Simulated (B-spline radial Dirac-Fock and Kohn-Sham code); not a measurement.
# Core-level shifts of tellurium with charge state

Calculated with a radial atomic solver, using Dirac-Fock (average of configuration) total-energy differences with a finite nucleus, the Breit interaction including its frequency dependence, and self-energy and vacuum-polarisation corrections. Each ion is free and in its tabulated ground configuration. Electron correlation is not included.

Reference: Te¹⁹⁺, [Ar] 3d10 4s2 4p3, with 1s 32366.7 eV, 2s 5491.9 eV, 2p3/2 4889.4 eV, 3s 1527.8 eV, 3p3/2 1338.4 eV, Kα1 (K-L3) 27477.3 eV, Kβ1 (K-M3) 31028.4 eV. Shifts from it, in eV (a dash: the subshell is empty, belongs to an open shell averaged over j, or its hole state is left out as unreliable):

```csv
ion,configuration,1s,2s,2p3/2,3s,3p3/2,Kα1,Kβ1
Te²⁰⁺,[Ar] 3d10 4s2 4p2,+46.9,+44.0,+44.2,+40.2,+40.0,+2.76,+6.95
Te²¹⁺,[Ar] 3d10 4s2 4p1,+94.9,+88.8,+89.2,+81.1,+80.6,+5.68,+14.29
Te²²⁺,[Ar] 3d10 4s2,+144.0,+134.6,+135.2,+122.7,+122.0,+8.76,+22.01
Te²³⁺,[Ar] 3d10 4s1,+193.3,+180.4,+182.4,–,+164.8,+10.81,+28.46
Te²⁴⁺,[Ar] 3d10,+244.6,+228.1,+230.5,+207.0,+208.3,+14.14,+36.38
Te²⁵⁺,[Ar] 3d9,+339.3,+320.9,+323.7,+278.4,+278.8,+15.55,+60.46
Te²⁶⁺,[Ar] 3d8,+436.3,+415.9,+419.1,+350.9,+350.6,+17.18,+85.67
Te²⁷⁺,[Ar] 3d7,?,?,?,?,?,?,?
Te²⁸⁺,[Ar] 3d6,+637.6,+612.1,+616.4,+499.5,+498.1,+21.16,+139.47
```

Question: Give the missing shifts for Te²⁷⁺.

Answer: 1s +535.7, 2s +512.9, 2p3/2 +516.7, 3s +424.6, 3p3/2 +423.7, Kα1 +19.05, Kβ1 +112.00 (eV).

Over this range K (1s) moves by +637.6 eV and Kα1 by +21.2 eV: a line is a difference of two levels that shift in the same direction.
